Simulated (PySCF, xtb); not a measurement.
C2F3, SMILES C(F)(=[C]F)F, multiplicity 2.

Harmonic wavenumbers (cm⁻¹) from xtb 6.7.1 with GFN2-xTB at its own minimum, in rising order: 174, 206, 393, 431, 538, 862, 1091, 1222, 1850.

**Question.** What does PBE-D3(BJ)/def2-SVP (PySCF 2.14.0) give at its own minimum? (The exact figures need the calculation; the answer reports its results.)

**Answer.** 202, 213, 460, 473, 600, 903, 1233, 1287, 1814. Paired by order, the mean absolute difference is 54 cm⁻¹ and the zero-point energies are 9.7 and 10.3 kcal/mol.
